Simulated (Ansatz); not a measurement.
CuB6. Total charge 0; doublet. Geometry PBE-D4/def2-SVPD, that of the charge -1 singlet; atoms count from 1.

Cartesian coordinates in Å:
```
Cu -1.7928 -1.9206 -0.4053
B -0.4460 -0.2070 -0.0407
B 1.0714 0.8970 0.1867
B 0.0931 -1.7737 -0.3850
B 1.1694 -0.7166 -0.1613
B 0.5405 2.3340 0.5046
B -0.6356 1.3870 0.3010
```

The charge 0 doublet is spin-contaminated (final ⟨S²⟩ up to 1.22, 0.75 for a pure state). The structure comes from a short search, and lower isomers may exist.

Q: Estimate the Mulliken populations from the PBE0/def2-TZVPD orbitals of Ansatz.

A: 
| atom | charge (e) | spin (α − β) | d electrons |
| --- | --- | --- | --- |
| Cu1 | -0.40 | -0.03 | 9.81 |
| B2 | -0.05 | -0.27 | – |
| B3 | 0.05 | 0.02 | – |
| B4 | 0.09 | -0.01 | – |
| B5 | 0.19 | 0.30 | – |
| B6 | 0.05 | 0.61 | – |
| B7 | 0.07 | 0.37 | – |
Mulliken values and Mayer orders depend strongly on the basis. With diffuse functions, as here, like atoms can get unlike values, and bond orders can come out too low or too high.

Q: Where does the spin sit?

A: Summed by element: Cu -0.03, B 1.03, of 1 unpaired in all. Largest on single atoms: B6 0.61, B7 0.37, B5 0.30.

Q: And the Mayer bond orders between bonded heavy atoms (over 0.3)?

A: Cu1–B2 0.94 (2.21 Å); Cu1–B4 0.86 (1.89 Å); B2–B3 0.50 (1.89 Å); B2–B4 1.11 (1.69 Å); B2–B5 0.43 (1.70 Å); B2–B7 0.64 (1.64 Å); B3–B5 1.02 (1.65 Å); B3–B6 1.12 (1.56 Å); B3–B7 0.91 (1.78 Å); B4–B5 1.14 (1.53 Å); B6–B7 1.50 (1.52 Å). Values over 0.3 also appear between atoms too far apart for a bond (B4–B6 0.54 at 4.23 Å); they arise where an orbital or an unpaired electron spreads over both atoms.
